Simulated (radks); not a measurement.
Bi14+, configuration [Xe] 4f14 5d1.

All-electron calculation, Dirac Kohn-Sham, LDA (Slater exchange, Perdew-Wang correlation), spin-unpolarised, spherical densities, finite nucleus; open shells fill j = l - 1/2 first; Fermi nuclear charge, rms radius 5.5211 fm. Program: a radial shooting solver on a logarithmic mesh with Libxc functionals.

Energy parts (eV):
| part | energy |
|---|---|
| total | -585116.51 |
| kinetic | 683526.71 |
| electron-nucleus | -1464318.17 |
| Hartree | 205925.42 |
| exchange-correlation | -10250.47 |

Orbitals (lengths in bohr, moments of r in powers of bohr; r(90%) holds 90 % of the orbital's charge):
| orbital | occ. | eigenvalue (eV) | <r^2> | r(90%) | small-component weight |
|---|---|---|---|---|---|
| 1s1/2 | 2 | -90656.79 | 0.0003469 | 0.0290 | 1.00e-01 |
| 2s1/2 | 2 | -16503.34 | 0.005195 | 0.103 | 2.32e-02 |
| 2p1/2 | 2 | -15879.94 | 0.003645 | 0.0903 | 2.33e-02 |
| 2p3/2 | 4 | -13562.81 | 0.004824 | 0.102 | 2.05e-02 |
| 3s1/2 | 2 | -4187.753 | 0.03364 | 0.252 | 7.83e-03 |
| 3p1/2 | 2 | -3903.665 | 0.03050 | 0.244 | 7.79e-03 |
| 3p3/2 | 4 | -3384.555 | 0.03681 | 0.266 | 6.95e-03 |
| 3d3/2 | 4 | -2914.633 | 0.02800 | 0.240 | 6.84e-03 |
| 3d5/2 | 6 | -2804.387 | 0.02970 | 0.247 | 6.62e-03 |
| 4s1/2 | 2 | -1165.350 | 0.1602 | 0.540 | 2.73e-03 |
| 4p1/2 | 2 | -1041.360 | 0.1619 | 0.547 | 2.63e-03 |
| 4p3/2 | 4 | -912.5983 | 0.1925 | 0.596 | 2.31e-03 |
| 4d3/2 | 4 | -709.6461 | 0.1981 | 0.616 | 2.11e-03 |
| 4d5/2 | 6 | -685.4932 | 0.2084 | 0.632 | 2.03e-03 |
| 4f5/2 | 6 | -421.2608 | 0.2201 | 0.678 | 1.68e-03 |
| 4f7/2 | 8 | -415.6200 | 0.2257 | 0.687 | 1.65e-03 |
| 5s1/2 | 2 | -409.8453 | 0.7060 | 1.12 | 8.34e-04 |
| 5p1/2 | 2 | -364.0069 | 0.7726 | 1.18 | 7.65e-04 |
| 5p3/2 | 4 | -334.3775 | 0.8960 | 1.26 | 6.82e-04 |
| 5d3/2 | 1 | -264.1029 | 1.102 | 1.42 | 5.60e-04 |
| 5d5/2 | 0 | -259.1756 | 1.144 | 1.44 | 5.44e-04 |
| 6s1/2 | 0 | -204.4634 | 2.376 | 2.02 | 3.45e-04 |
| 6p1/2 | 0 | -185.8481 | 2.644 | 2.14 | 3.20e-04 |
| 6p3/2 | 0 | -175.2774 | 2.955 | 2.26 | 2.98e-04 |

The highest occupied level is 5d3/2 at -264.10 eV. For comparison, the ionisation energy in NIST's Atomic Spectra Database is 273 eV (semi-empirical). In exact Kohn-Sham theory the highest level is minus the ionisation energy, but local and semilocal functionals leave it too shallow, through self-interaction and a potential that decays too fast; potentials with the right tail come closer.

Beside tabulated values, note that spin-unpolarised runs miss the spin-polarisation part of the exchange energy of open shells.
